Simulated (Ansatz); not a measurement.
CHO2 (SMILES O=[C-]O), charge -1, singlet, geometry from GFN2-xTB (a gas-phase anion, which may not be bound at this level); MP2/cc-pVTZ run with Ansatz (an electronic-structure program).

Here is a job for Ansatz.
Ansatz 0.2 input:
```yaml
crystal:
  periodic: [false, false, false]
  atoms:
    - {symbol: O, position_ang: [-1.06017647, -0.42035133, -0.00039719]}
    - {symbol: C, position_ang: [0.00193940, 0.63730099, -0.02155352]}
    - {symbol: O, position_ang: [1.13549551, 0.10277181, 0.01219052]}
    - {symbol: H, position_ang: [-0.61418871, -1.28316976, 0.03497448]}
basis:
  gaussian:
    orbitals: cc-pVTZ
total_charge: -1
magnetization: {spin_polarized: false}
correlation: {method: mp2}
```

Problem. What does Ansatz print? Leave out banner, timings and long lists.

Solution. 
```
Functional definition: HF
633 factors; integrals over basis functions are off by at most 8.2e-4 eV
mean field evaluation 1: about -5119.6746 eV, gradient 2.4e1 eV
mean field evaluation 2: about -5119.6816 eV, gradient 2.4e1 eV
mean field evaluation 4: about -5121.0744 eV, gradient 4.0e0 eV
mean field evaluation 8: about -5121.1205 eV, gradient 2.0e-1 eV
mean field -5121.12078396 eV, -188.1977175902 hartree, gradient 6.5e-6 eV, S^2 0.000000; 0 other end points of the search recorded, 0 dependent functions left out
3 core orbitals not correlated
reference -5121.12078396 eV, -188.1977175902 hartree; 9, 9 occupied and 92, 92 virtual orbitals, 633 factors
second order -17.37829136 eV of doubles, -0.00000000 eV of singles
Total energy: -5138.49907532 eV, -188.8363580181 hartree
```
